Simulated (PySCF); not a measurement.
# Tc⁻ (technetium, charge -1): UHF calculation

Configuration: [Kr] 4d6 5s2, high-spin 5D determinant. Calculation: PySCF 2.14, in aug-cc-pVTZ-DK (9s8p6d3f2g, 102 functions); scalar relativity by spin-free X2C-1e.

```
Total energy                                                  : -4282.893439 hartree
One-electron energy                                           : -5916.5629 hartree
Hartree (Coulomb) energy                                      : 1761.3463 hartree
Exchange energy                                               : -127.6768 hartree
⟨S²⟩                                                          : 6.4175
⟨L²⟩                                                          : 6.035
Sum of ⟨r⟩                                                    : 39.62 bohr
Sum of ⟨r²⟩                                                   : 121.9 bohr²
Traceless quadrupole moment −½Σ⟨3z² − r²⟩ along its main axis : 0.481 e·bohr²
Langevin diamagnetic susceptibility                           : -96.5 ×10⁻⁶ cm³/mol
```

```
shell  electrons  mean orbital energy (eV)  spread (eV)  rms radius, mean of both spins (bohr)
 1s β          1                  -21149.7            0                                 0.0394
 1s α          1                  -21149.7            0                                 0.0394
 2s α          1                   -3088.9            0                                  0.162
 2s β          1                   -3088.1            0                                  0.162
 2p α          3                   -2758.3        0.210                                  0.144
 2p β          3                   -2757.5        0.018                                  0.144
 3s α          1                   -565.22            0                                  0.442
 3s β          1                   -564.74            0                                  0.442
 3p α          3                   -453.51        0.427                                  0.446
 3p β          3                   -452.98        0.292                                  0.446
 3d α          5                   -272.78        0.524                                  0.435
 3d β          5                   -271.56        0.807                                  0.435
 4s α          1                   -84.893            0                                   1.14
 4s β          1                   -79.384            0                                   1.14
 4p α          3                   -52.487        1.248                                   1.27
 4p β          3                   -45.276        0.973                                   1.27
 4d α          5                    -6.367        1.536                                   1.99
 4d β          1                    -2.677            0                                   1.99
 5s α          1                    -2.272            0                                   6.41
 5s β          1                     0.151            0                                   6.41
```

⟨S²⟩ = 6.42 against 6.00 shows spin contamination. At UHF the highest occupied level has a positive energy, so only the finite basis holds that electron.

Densities and radii are taken from the X2C orbitals without a picture-change correction, which distorts them close to the nucleus.

Spin-orbit constants ζ (cm⁻¹) from the X2C one-electron operator on these orbitals: bare nucleus, nucleus screened by l(l+1)(2l+1)/3 electrons, and screened by the Breit-Pauli mean field of the electrons.

```tsv
shell	bare	screened nucleus	mean field
2p	643300	613400	n/a
3p	108800	103700	n/a
3d	15490	11890	n/a
4p	14490	13810	n/a
4d	1059	812.9	n/a
```

To first order the Landé constant is A = -203.2 cm⁻¹, so the lowest level has J = 4 and lies 0.101 eV below the centre of the term. This holds in LS coupling only.
